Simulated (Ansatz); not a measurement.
CH₅NSSi, SMILES `[SiH3]/N=C\S`, relaxed with RKS PBE0-D4/def2-TZVP in the Gaussian-basis code of Ansatz from a PBE-D4/def2-SVP geometry. The force threshold is 0.005 eV/Å; the program also tests the step.

Charge 0, multiplicity 1.

Start:

```xyz
9

Si    0.919   -0.753   -0.687
N    -0.436    0.347   -0.798
C    -1.173    0.953    0.037
S    -1.168    0.966    1.832
H     2.069   -0.133   -1.427
H     1.381   -1.075    0.722
H     0.519   -2.036   -1.355
H    -1.999    1.618   -0.309
H    -0.112    0.113    1.985
```

Question: By how much does the energy fall, and how many steps does the optimiser take? (Best estimate.)

Answer: The calculation gave: 4.98 kJ/mol, in 6 steps, 1 of them rejected.

Question: Which bonds change most? (An estimate is asked.)

Answer: The calculation gave: C3–S4 from 1.796 to 1.769 Å; Si1–N2 from 1.749 to 1.723 Å; Si1–H6 from 1.518 to 1.497 Å; S4–H9 from 1.365 to 1.345 Å.

Question: Give the relaxed structure. (Best estimate.)

Answer: Computed: 
```xyz
9

Si    0.902   -0.739   -0.675
N    -0.434    0.343   -0.793
C    -1.159    0.941    0.033
S    -1.136    0.943    1.803
H     2.042   -0.124   -1.396
H     1.346   -1.052    0.719
H     0.508   -2.010   -1.331
H    -1.972    1.595   -0.307
H    -0.096    0.104    1.946
```
